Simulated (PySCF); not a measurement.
Na2Cl2, optimised at PBE/def2-SVP:

```xyz
4

Na    -0.4211    -0.4035    -0.1155
Cl     0.4957     1.3290    -1.7129
Na     0.4759    -0.7669    -3.1274
Cl    -0.4409    -2.4994    -1.5300
```

Method: PySCF energies (xtb for GFN2) plus ideal-gas RRHO corrections (1 bar). 6-31G* has spherical d functions here. All species are closed-shell singlets. B3LYP is the form with VWN-RPA correlation.

### Question
List the harmonic frequencies (cm⁻¹, unscaled) at this level and at the other levels, each on its own geometry.

### Answer
- PBE/def2-SVP: 94, 143, 234, 244, 274, 295
- B3LYP/6-31G*: 93, 134, 229, 237, 266, 284
- GFN2-xTB: 80, 114, 187, 208, 208, 220
- HF/6-31G*: 96, 136, 229, 233, 262, 278
- PBE0/def2-TZVP: 93, 136, 232, 238, 267, 286
